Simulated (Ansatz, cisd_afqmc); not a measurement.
System: Br, charge 0, doublet.

Total energies in def2-TZVPPD, 7 correlated electrons, 14 frozen orbitals. Open shells are spin-unrestricted; no spin-orbit coupling. Cores are frozen in correlated methods (noble-gas shells, and filled d and f shells in the p block). No relativity. The Monte Carlo rows (phaseless AFQMC, CISD trial, step 0.005/hartree) carry one-sigma bars that omit the constraint's bias. Outlying blocks are dropped, and bars are widened where a walk drifts. Over all cases where full CI ran beside it in this data, AFQMC minus full CI had a median of +0.1 mEh and passed +0.4 mEh in a tenth of the cases. Spin-orbit terms, left out, reach several kcal/mol for Br and I, and more for heavier atoms.

```
method         program          energy (Eh)  minus CCSDTQ (mEh)
----------  ----------  -------------------  ------------------
HF              Ansatz          -2572.39847              159.31
MP2             Ansatz          -2572.53286               24.92
CCSD            Ansatz          -2572.55244                5.34
CCSD(T)         Ansatz          -2572.55709                0.69
CCSDT(Q)        Ansatz          -2572.55777                0.01
CCSDTQ          Ansatz          -2572.55778                0.00
AFQMC/CISD  cisd_afqmc  -2572.5576 ± 0.0002           0.2 ± 0.2
```

Ansatz is a first-principles code.
